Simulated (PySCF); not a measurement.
# Spin states of BeZn⁺

Unrestricted PBE0; Be x2c-SVPall, Zn x2c-SVPall; spin-free X2C with a Gaussian nucleus (PySCF 2.14). Outer shells of the fragments: Be+ 2s1; Zn 3d10 4s2.

Followed along the bond (rough minima from three points):

```tsv
2Ms+1	unpaired	⟨S²⟩ at the start	R at minimum (Å)	Te (eV)
2	σ ↑	0.76	2.40	0.00
4	σ ↑↑, π ↑	3.75	none in the scan	≤ 4.18
```

Solutions found at the starting distance of 2.250 Å, counted from the lowest of them; the search is not exhaustive and high or unbound solutions are not listed, so other states can lie among these:

| 2Ms+1 | unpaired | term | E (eV) | ⟨S²⟩ | ⟨Lz²⟩ | μ (D) |
| --- | --- | --- | --- | --- | --- | --- |
| 2 | σ ↑ | ²Σ⁺ | 0.00 | 0.76 | 0.00 | -3.03 |
| 2 | π ↑ | ²Π | 1.93 | 0.79 | 1.00 | -3.13 |
| 4 | σ ↑↑, π ↑ | ⁴Π | 4.44 | 3.75 | 1.00 | -2.75 |
| 4 | σ ↑↑↑ | ⁴Σ⁺ | 4.81 | 3.75 | 0.00 | -2.72 |
| 2 | σ ↑↑, π ↓ | mixed | 5.64 | 1.75 | 1.00 | -3.14 |
| 4 | σ ↑, π ↑↑ | ⁴Σ⁻ | 6.38 | 3.75 | 0.00 | -1.23 |
| 4 | σ ↑, π ↑↑ | mixed | 9.51 | 3.75 | 2.01 | -4.57 |

A term symbol is given only where ⟨S²⟩ and ⟨Lz²⟩ are close to those of a pure state; real π, δ and φ orbitals otherwise mix terms. A positive dipole points towards Zn; it is taken about the centre of mass and depends on that origin.

Counting both spins, an empty level lies below a filled one in some of these solutions, because spin and occupation are held.
